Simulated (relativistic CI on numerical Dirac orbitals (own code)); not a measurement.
Computed by Dirac equation for one electron, model QED (radiative potential, 1s self-energy scaled to tabulated hydrogen-like ionisation energies) (own radial code, finite nucleus).

Configurations in the expansion: 1s, 2s, 2p, 3s, 3p, 3d, 4s, 4p, 4d, 4f, 5s, 5p, 5d, 5f, 5g, 6s, 6p, 6d. Levels of other configurations are missing.

Outline of the computed level scheme of Lu LXXI. Lowest level of each configuration: 1s 2S_1/2 at 0.0 eV; 2p 2P°_1/2 at 54976.0 eV; 2s 2S_1/2 at 54996.5 eV; 3p 2P°_1/2 at 65594.7 eV; 3s 2S_1/2 at 65600.8 eV; 3d 2D_3/2 at 66006.9 eV; 4p 2P°_1/2 at 69251.9 eV; 4s 2S_1/2 at 69254.5 eV; 4d 2D_3/2 at 69424.7 eV.

Some strong electric-dipole decays among the lowest 14 levels: 2p 2P°_1/2 → 1s 2S_1/2 (1.6e+16 s⁻¹); 2p 2P°_3/2 → 1s 2S_1/2 (1.5e+16 s⁻¹); 3p 2P°_3/2 → 1s 2S_1/2 (4.1e+15 s⁻¹); 3p 2P°_1/2 → 1s 2S_1/2 (4.0e+15 s⁻¹); 4p 2P°_3/2 → 1s 2S_1/2 (1.7e+15 s⁻¹); 3d 2D_5/2 → 2p 2P°_3/2 (1.6e+15 s⁻¹); 4p 2P°_1/2 → 1s 2S_1/2 (1.6e+15 s⁻¹); 3d 2D_3/2 → 2p 2P°_1/2 (1.5e+15 s⁻¹).
